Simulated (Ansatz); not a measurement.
Isolated molecules relaxed with PBE0-D4/def2-TZVP in Ansatz; ΔE leaves out vibrations. CCSD(T)/CBS is the MP2 limit (def2-TZVPP, def2-QZVPP) plus CCSD(T) − MP2 in def2-TZVPP, frozen cores. Functionals use def2-TZVPP. Elements past krypton have def2 core potentials. For In, Se outer-core shells are correlated without core-valence functions, which leaves a few kJ/mol of doubt a bond. Scalar relativity is left out up to krypton. Each species was taken in one conformer, which may not be the lowest.

Reaction (formal exchange of groups at the Se–C bond): `NC(=O)C[SeH]` + `C[CH2][In]([OH])[SH]` → `[OH][In]([SH])[SeH]` + `CCCC(N)=O`

Problem. Is it downhill or uphill in electronic energy at CCSD(T)/CBS, and by how much? (An estimate is asked.)

Solution. Ansatz gave: Downhill: ΔE = -32.3 kcal/mol.

Problem. What do these levels give: PBE0-D4, ωB97M-V, HF/def2-TZVPP, CCSD/def2-TZVPP, HF/CBS(def2), CCSD/CBS(def2)? (Best estimate.)

Solution. Ansatz gave: PBE0-D4 -32.8, ωB97M-V -32.8, HF/def2-TZVPP -39.7, CCSD/def2-TZVPP -32.7, HF/CBS(def2) -39.7, CCSD/CBS(def2) -33.4 kcal/mol.

Largest T1 diagnostic among the species: 0.014.

The D4 term adds +0.8 kcal/mol with B3LYP and +0.4 kcal/mol with PBE0; it sums over pairs of atoms, weighted by their polarisabilities, and B3LYP, whose exchange is more repulsive, gets the larger term. From PBE to PBE0 (25 % exact exchange), in def2-TZVPP and without D4, ΔE moves by −2.6 kcal/mol. In def2-TZVPP, CCSD(T) changes the Hartree–Fock value by +8.0 kcal/mol (the triples alone add +1.1 kcal/mol) and MP2 by +8.6 kcal/mol.

B3LYP here is the variant with VWN-RPA as its local correlation; programs differ in this.
